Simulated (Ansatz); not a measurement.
Input for Ansatz (a program for electronic structure): R-PBE/def2-TZVPP on H2 (SMILES [H][H]).

Ansatz 0.2 input:
```yaml
crystal:
  periodic: [false, false, false]
  atoms:
    - {symbol: H, position_ang: [0.00000000, 0.00000000, 0.37198582]}
    - {symbol: H, position_ang: [-0.00000000, -0.00000000, -0.37198582]}
basis:
  gaussian:
    orbitals: def2-TZVPP
hamiltonian:
  xc: {name: PBE}
scf: {lower_state_search: off}
```

Program output:

```
WARN ansatz: RAYON_NUM_THREADS=4 ignored (pool sized by the plan → 4); use --threads N
Functional definition: PBE
these checks for a lower state are left out or cut short: stability, starts, cluster_reference, orbital_swaps, neighbouring_geometries, increment
integrals: 0.00 GiB planned
118 factors; their error is unknown
mean field: 0.05 GiB planned
mean field evaluation 1: about -31.4010 eV, gradient 9.5e0 eV
mean field evaluation 2: about -31.6915 eV, gradient 3.2e0 eV
mean field evaluation 4: about -31.7334 eV, gradient 4.9e-2 eV
mean field evaluation 8: about -31.7318 eV, gradient 3.0e-5 eV
mean field -31.73177947 eV, -1.1661213870 hartree, gradient 4.2e-7 eV, S^2 0.000000; 0 other end points of the search recorded, 0 dependent functions left out
reference -31.73180113 eV, -1.1661221830 hartree; 1, 1 occupied and 27, 27 virtual orbitals, 118 factors
Total energy: -31.73180113 eV, -1.1661221830 hartree
Checks for a lower state left out: stability, starts, cluster_reference, orbital_swaps, neighbouring_geometries, increment
```

Self-consistency was reached.

Cost: about 0.08 core-seconds (a rough figure).
